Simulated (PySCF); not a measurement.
Species: C6H10AlNO.
Geometry (PBE0-D3(BJ)/def2-SVP, Å), atoms numbered from 1 in this order:
```xyz
19
C6H10AlNO angstrom
C     -3.588    1.321   -1.325
O     -2.326    0.821   -1.083
Al    -1.639   -0.494   -0.182
N      0.310    0.080   -0.289
C      1.078   -0.339   -1.300
C      2.393    0.087   -1.447
C      2.916    0.973   -0.507
C      2.110    1.401    0.545
C      0.806    0.928    0.619
H     -4.193    0.661   -1.981
H     -3.531    2.302   -1.835
H     -4.177    1.480   -0.398
H     -1.878   -0.444    1.408
H     -1.552   -1.906   -0.945
H      0.608   -1.037   -1.998
H      2.991   -0.274   -2.285
H      3.946    1.326   -0.594
H      2.482    2.092    1.303
H      0.124    1.220    1.422
```

All values: CAM-B3LYP/def2-SVPD (PySCF, non-relativistic), on one gas-phase PBE0-D3(BJ)/def2-SVP geometry that isn't relaxed in the solvent. The solvent is an IEF-PCM continuum (Bondi radii, 1.10 Å for H, scaled by 1.2), and excitations are vertical TDDFT with non-equilibrium linear response and a frozen core. Only the electrostatic response of the medium enters.

Gas-phase singlets (H = HOMO, L = LUMO):

```json
{"state": "S1", "E (eV)": "4.538", "λ (nm)": "273", "f": "0.000", "leading configurations": "H→L 97%"}
{"state": "S2", "E (eV)": "5.143", "λ (nm)": "241", "f": "0.001", "leading configurations": "H-1→L 92%"}
{"state": "S3", "E (eV)": "5.301", "λ (nm)": "234", "f": "0.017", "leading configurations": "H→L+1 96%"}
{"state": "S4", "E (eV)": "5.535", "λ (nm)": "224", "f": "0.056", "leading configurations": "H-3→L 81%, H-5→L+1 14%"}
{"state": "S5", "E (eV)": "5.706", "λ (nm)": "217", "f": "0.001", "leading configurations": "H-2→L 95%"}
```

Q: Give the list for chloroform (ε = 4.711), n² = 2.09.

A: 
```
state  E (eV)  λ (nm)      f         leading configurations  change by rank (eV)
   S1   5.328     233  0.016             H→L 78%, H-2→L 18%               +0.790
   S2   5.532     224  0.073  H-2→L 58%, H→L 19%, H-3→L 10%               +0.389
   S3   5.855     212  0.001            H-1→L 80%, H-5→L 8%               +0.554
   S4   6.139     202  0.035                      H→L+1 93%               +0.604
   S5   6.399     194  0.000         H-4→L 44%, H-2→L+1 36%               +0.693
```

Q: How do the frontier levels move from gas to chloroform?

A: 
| orbital | gas (eV) | solvent (eV) | change (eV) |
| --- | --- | --- | --- |
| LUMO+2 | 0.87 | 1.13 | +0.26 |
| LUMO+1 | -0.39 | 0.03 | +0.42 |
| LUMO | -1.05 | -0.64 | +0.41 |
| HOMO | -7.92 | -8.35 | -0.43 |
| HOMO-1 | -8.51 | -8.91 | -0.40 |
| HOMO-2 | -9.11 | -9.52 | -0.41 |
| HOMO-3 | -9.94 | -9.53 | +0.41 |

The HOMO–LUMO gap goes from 6.87 to 7.71 eV. Rows go by rank; for HOMO-3, HOMO-2 and LUMO+2 the atom shares or the degeneracy differ between the runs, so the row needn't follow one orbital.

Time: 2.7 min of wall time; peak memory 1.6 GiB. Hardware: an Intel Xeon at 2.50 GHz with one thread, shared host with 64 logical CPUs at a one-minute load of 62. This is the whole response run at CAM-B3LYP/def2-SVPD in chloroform, SCF included.
